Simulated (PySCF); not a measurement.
## Relaxation of doublet SnSe₂⁻

Method: UB3LYP/[Sn def2-SVPD with ECP28, Se def2-SVPD], scalar-relativistic core potentials, density fitting, no spin–orbit coupling, PySCF. A (50,194) grid was used.

A hand-made linear start, of D∞h symmetry, held to at least that symmetry:

Coordinates in bohr (charge -1 multiplicity 2):
```
Sn    0.0000    0.0000    0.0000
Se    0.0000    0.0000    4.4787
Se    0.0000    0.0000   -4.4787
```

Optimiser trace:
```
step  E − E(last) (kJ/mol)  largest gradient (Eh/bohr)
   0                 30.63                     0.04218
   1                  3.37                     0.01249
   2                  0.18                     0.00276
   3                  0.00                     0.00029
   4                  0.00                     0.00001
```

It ends at D∞h with Sn–Se 2.531 Å (×2); Se–Sn–Se 180.0° (after a last refinement on a finer grid). A frequency run shows 2 imaginary modes (one degenerate set), down to 106i cm⁻¹, so it is a higher-order saddle point. Other isomers or separated fragments may lie lower.

Final geometry:
Z-matrix (Å, degrees; charge -1 multiplicity 2):
```
Sn
Se 1 2.5306
Se 1 2.5306 2 180.00
```

No spin–orbit coupling is included, which matters more the heavier the element.

The relaxation took about 110 core-seconds on a shared host.
